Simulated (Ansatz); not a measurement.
`C[SiH2][Ga]([F])[Cl]` + PH₃ → `C[SiH2]P` + `[F][GaH][Cl]` at 700 K and 1 bar (cleavage of the Si–Ga bond).

Program: Ansatz. Geometries: PBE0-D4/def2-TZVP. ΔE: electronic, gas phase. CCSD(T)/CBS adds triple-zeta CCSD(T) − MP2 to the extrapolated MP2 energy (def2 sets, frozen cores). This one scheme is used for every species. For Ga outer-core shells are correlated without core-valence functions, which leaves a few kJ/mol of doubt a bond. Scalar relativity is left out up to krypton. One conformer a species, not always the lowest.

| species | CCSD(T)/CBS energy (Eh) | H − E (kJ/mol) | S (J/(mol·K)) |
| --- | --- | --- | --- |
| `C[SiH2][Ga]([F])[Cl]` | -2813.76964 | 237.0 | 534.5 |
| PH₃ | -342.72256 | 91.5 | 248.3 |
| `C[SiH2]P` | -672.28696 | 257.6 | 425.1 |
| `[F][GaH][Cl]` | -2484.20089 | 67.7 | 352.5 |

H − E and S are ideal-gas, rigid-rotor, harmonic terms from PBE0-D4/def2-TZVP, for one conformer and one mirror image of each species. 1 Eh = 2625.50 kJ/mol, R = 8.31446 J/(mol·K).

By hand: ΔE, ΔH, ΔS and ΔG.

ΔE = (-672.28696) + (-2484.20089) − (-2813.76964) − (-342.72256) = 0.00435 Eh = 11.4 kJ/mol. Δ(H − E) = 257.6 + 67.7 − 237.0 − 91.5 = -3.2, so ΔH = 8.2 kJ/mol. ΔS = 425.1 + 352.5 − 534.5 − 248.3 = -5.2 J/(mol·K). ΔG = 8.2 − 700 × (-5.2)/1000 = 11.8 kJ/mol.

By hand: the equilibrium constant, and the temperature at which ΔG would vanish if ΔH and ΔS stayed fixed.

log₁₀ K = −ΔG/(RT ln 10) = -0.9. ΔH and −TΔS have one sign here, so there is no such temperature. One of them is within its doubt of zero, so this could turn.

TΔS isn't small against ΔH here. A doubt of 5 kJ/mol in ΔE shifts log₁₀ K by 0.4 here. Other conformers and mirror images would add mixing entropy, several J/(mol·K) or more a flexible species. Modes under 60 cm⁻¹, often nearly free rotors, make the harmonic entropy too high. These are equilibria of isolated gas molecules and say nothing of rates. Largest T1 diagnostic: 0.013 (customary marks: 0.02 for closed shells, 0.045 for open ones).
